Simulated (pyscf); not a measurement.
Optimised with ωB97X-D3(BJ)/def2-SVP in PySCF. Correlated levels are frozen-core, on RHF or UHF. ΔMP2 is the change of the MP2 total energy from the triple- to the quadruple-zeta basis.

PBE/def2-TZVP puts the barrier of [H₃C–Sn=O]• (SMILES [CH3][Sn]=[O]) -> [H₂C=Sn–OH]• (SMILES [CH2]=[Sn][OH]) (hydrogen shift; doublet surface; C–H broken, H–O formed) at 21.7 kcal/mol and the reaction energy at -3.6 kcal/mol, from the reactant's lowest minimum found. What do PBE0-D3(BJ)/def2-TZVP, M06-2X/def2-TZVP, CCSD(T)/def2-TZVPP + ΔMP2(QZVPP) give on the same structures?

PBE0-D3(BJ): ΔE‡ = 22.9 kcal/mol, ΔE = -8.3 kcal/mol; M06-2X: ΔE‡ = 24.2 kcal/mol, ΔE = -12.7 kcal/mol; CCSD(T): ΔE‡ = 23.1 kcal/mol, ΔE = -10.9 kcal/mol. PBE's barrier lies under all of them, by 1.1 to 2.4 kcal/mol. Its reaction energy lies over all of them, by 4.7 to 9.1 kcal/mol. This is the saddle that the search found; another between the same sides may lie lower. The CCSD(T) − MP2 part came from Ansatz, without density fitting, on the same reference. The frozen core leaves the outer d or s,p core shells of the metals and heavy elements correlated in the MP2 and CC values, and def2-TZVPP describes them poorly, which can shift differences by a few kcal/mol. Elements past Kr carry the def2 core potentials, without spin-orbit coupling.
